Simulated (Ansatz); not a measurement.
Ansatz (a first-principles code) input:

Ansatz 0.2 input:
```yaml
crystal:
  periodic: [false, false, false]
  atoms:
    - {symbol: B, position_ang: [0.69591944, 0.23306312, -0.11186508]}
    - {symbol: O, position_ang: [1.07728501, 1.42157826, 0.29926586]}
    - {symbol: C, position_ang: [-0.26658478, -0.93430802, 0.03338347]}
    - {symbol: O, position_ang: [-1.40394228, -0.85576297, -0.44604390]}
    - {symbol: H, position_ang: [0.63242677, 1.80210014, 1.07246661]}
    - {symbol: H, position_ang: [0.10074296, -1.88809008, 0.46078218]}
basis:
  gaussian:
    orbitals: cc-pVDZ
magnetization: {spin_polarized: true, initial_magnetization: 1}
correlation: {method: ccsd_t, electrons: outside_noble_gas}
```

**Question.** Which total energy does the run end on?

**Answer.** -214.01260 Eh (CCSD(T)/cc-pVDZ). The basis has 66 functions.

It need not be the lowest isomer of its formula.

The determinant is spin-contaminated: <S^2> is 0.90 against 0.75 for a pure state.
